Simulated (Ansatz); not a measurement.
`C[O][GeH]([F])[SeH]` + H–F → `[F][GeH]([F])[SeH]` + CH₃OH  (ligand exchange at a Ge–O bond)

Program: Ansatz. Geometries: PBE0-D4/def2-TZVP. ΔE: electronic, gas phase. CBS: MP2 limit from def2 TZ/QZ plus the TZ coupled-cluster correction, frozen cores. This one scheme is used for every species. For Ge, Se outer-core shells are correlated without core-valence functions, which leaves a few kJ/mol of doubt a bond. Scalar relativity is left out up to krypton. One conformer a species, not always the lowest.

| species | CCSD(T)/CBS(def2) energy (Eh) |
| --- | --- |
| `C[O][GeH]([F])[SeH]` | -4692.91769 |
| H–F | -100.39570 |
| `[F][GeH]([F])[SeH]` | -4677.70208 |
| CH₃OH | -115.61712 |

Work out ΔE.

ΔE = (-4677.70208) + (-115.61712) − (-4692.91769) − (-100.39570) = -0.00581 Eh = -15.3 kJ/mol.

Largest T1 diagnostic among the species: 0.011.

In def2-TZVPP, CCSD(T) changes the Hartree–Fock value by +20.0 kJ/mol (the triples alone add +3.0 kJ/mol) and MP2 by +24.0 kJ/mol. The D4 term adds +9.8 kJ/mol with B3LYP and +5.6 kJ/mol with PBE0; it sums over pairs of atoms, weighted by their polarisabilities, and B3LYP, whose exchange is more repulsive, gets the larger term.

B3LYP here is the variant with VWN-RPA as its local correlation; programs differ in this.
